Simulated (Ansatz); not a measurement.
C6H8N, charge +1, singlet, at a GFN2-xTB geometry; CCSD(T)/6-31G run with Ansatz (an electronic-structure program).

Here is a job for Ansatz.
Ansatz 0.2 input:
```yaml
crystal:
  periodic: [false, false, false]
  atoms:
    - {symbol: N, position_ang: [-2.30425052, -0.12061527, 0.27180916]}
    - {symbol: C, position_ang: [-0.82757295, -0.04569366, 0.10323231]}
    - {symbol: C, position_ang: [-0.15944776, -1.11856685, -0.45911143]}
    - {symbol: C, position_ang: [1.21444098, -1.03823908, -0.62400033]}
    - {symbol: C, position_ang: [1.89631888, 0.10159652, -0.22911857]}
    - {symbol: C, position_ang: [1.21199108, 1.16717272, 0.33326281]}
    - {symbol: C, position_ang: [-0.16195101, 1.09897995, 0.50342548]}
    - {symbol: H, position_ang: [-2.78447054, 0.22750643, -0.57082853]}
    - {symbol: H, position_ang: [-2.59438140, -1.09552601, 0.42848566]}
    - {symbol: H, position_ang: [-2.59876613, 0.45528902, 1.07228727]}
    - {symbol: H, position_ang: [-0.69294717, -2.00563691, -0.76522516]}
    - {symbol: H, position_ang: [1.74708685, -1.86814079, -1.05938005]}
    - {symbol: H, position_ang: [2.96511426, 0.15894672, -0.35848313]}
    - {symbol: H, position_ang: [1.74277946, 2.05294044, 0.64239962]}
    - {symbol: H, position_ang: [-0.69733690, 1.92743044, 0.94193878]}
basis:
  gaussian:
    orbitals: 6-31G
total_charge: 1
magnetization: {spin_polarized: false}
correlation: {method: ccsd_t}
accuracy: high
```

Output, abridged:

```
Functional definition: HF
2151 factors; integrals over basis functions are off by at most 4.1e-9 eV
mean field evaluation 1: about -7777.5710 eV, gradient 3.9e1 eV
mean field evaluation 2: about -7777.5801 eV, gradient 3.9e1 eV
mean field evaluation 4: about -7782.0715 eV, gradient 3.2e0 eV
mean field evaluation 8: about -7782.1119 eV, gradient 1.3e-4 eV
mean field evaluation 16: about -7777.5697 eV, gradient 3.9e1 eV
mean field -7782.11127670 eV, -285.9873145144 hartree, gradient 2.1e-8 eV, S^2 0.000000; 0 other end points of the search recorded, 0 dependent functions left out; unrestricted orbitals would lower it
7 core orbitals not correlated
reference -7782.11127670 eV, -285.9873145144 hartree; 18, 18 occupied and 54, 54 virtual orbitals, 2151 factors
second order -16.97201552 eV of doubles, -0.00000000 eV of singles
cycle   1  -17.55798290 eV  change   -5.9e-1 eV  update   1.1e-1
cycle   2  -18.18141129 eV  change   -6.2e-1 eV  update   3.9e-2
cycle   3  -18.35127380 eV  change   -1.7e-1 eV  update   1.7e-2
cycle   4  -18.36580607 eV  change   -1.5e-2 eV  update   5.6e-3
cycle   5  -18.36649716 eV  change   -6.9e-4 eV  update   1.8e-3
cycle   6  -18.36547059 eV  change    1.0e-3 eV  update   5.2e-4
cycle   7  -18.36544186 eV  change    2.9e-5 eV  update   1.5e-4
cycle   8  -18.36547418 eV  change   -3.2e-5 eV  update   5.0e-5
cycle   9  -18.36545191 eV  change    2.2e-5 eV  update   1.5e-5
cycle  10  -18.36544313 eV  change    8.8e-6 eV  update   5.3e-6
cycle  11  -18.36544589 eV  change   -2.8e-6 eV  update   2.0e-6
cycle  12  -18.36544633 eV  change   -4.5e-7 eV  update   5.6e-7
cycle  13  -18.36544714 eV  change   -8.1e-7 eV  update   2.0e-7
cycle  14  -18.36544722 eV  change   -8.3e-8 eV  update   7.8e-8
cycle  15  -18.36544722 eV  change   -1.4e-9 eV  update   3.9e-8
cycle  16  -18.36544694 eV  change    2.8e-7 eV  update   1.6e-7
cycle  17  -18.36544687 eV  change    6.5e-8 eV  update   4.0e-8
cycle  18  -18.36544685 eV  change    1.9e-8 eV  update   1.4e-8
cycle  19  -18.36544685 eV  change    3.8e-9 eV  update   4.7e-9
cycle  20  -18.36544685 eV  change    1.3e-9 eV  update   1.5e-9
perturbative correction -0.63878211 eV, -0.0234748094 hartree
Total energy: -7801.11550566 eV, -286.6857070469 hartree
```
